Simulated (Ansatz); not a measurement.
C₃H₆, triplet, at a GFN2-xTB geometry (a higher spin typed on purpose: for a closed-shell molecule this is an excited state); HF/aug-cc-pVDZ (Ansatz, a first-principles code).

The Ansatz input:
Ansatz 0.2 input:
```yaml
crystal:
  periodic: [false, false, false]
  atoms:
    - {symbol: C, position_ang: [-1.24187033, 0.00174507, -0.18325915]}
    - {symbol: C, position_ang: [0.09492014, 0.16223216, 0.45756215]}
    - {symbol: C, position_ang: [1.32427201, -0.13788396, -0.19693494]}
    - {symbol: H, position_ang: [-1.81105722, -0.80351350, 0.29391188]}
    - {symbol: H, position_ang: [-1.83605872, 0.91280135, -0.07560257]}
    - {symbol: H, position_ang: [-1.13833454, -0.23077502, -1.24019219]}
    - {symbol: H, position_ang: [0.09538128, 0.48565822, 1.49211885]}
    - {symbol: H, position_ang: [1.86967721, 0.60755469, -0.75717094]}
    - {symbol: H, position_ang: [1.75646099, -1.12828528, -0.17727343]}
basis:
  gaussian:
    orbitals: aug-cc-pVDZ
    nuclear_model: gaussian
hamiltonian:
  xc: hf
magnetization: {spin_polarized: true, initial_magnetization: 2}
```

Q: Write the output that Ansatz gives for this input, abridged.

A: 
```
Functional definition: HF
1266 factors; their error is unknown
mean field evaluation 1: about -3180.7127 eV, gradient 2.2e1 eV
mean field evaluation 2: about -3183.4786 eV, gradient 8.4e0 eV
mean field evaluation 4: about -3184.0138 eV, gradient 7.2e-1 eV
mean field evaluation 8: about -3184.0242 eV, gradient 4.7e-2 eV
mean field -3184.12427512 eV, -117.0144088339 hartree, gradient 9.1e-6 eV, S^2 2.014796; 0 other end points of the search recorded, 0 dependent functions left out
reference -3184.12427512 eV, -117.0144088339 hartree; 13, 11 occupied and 110, 112 virtual orbitals, 1266 factors
Total energy: -3184.12427512 eV, -117.0144088339 hartree
```
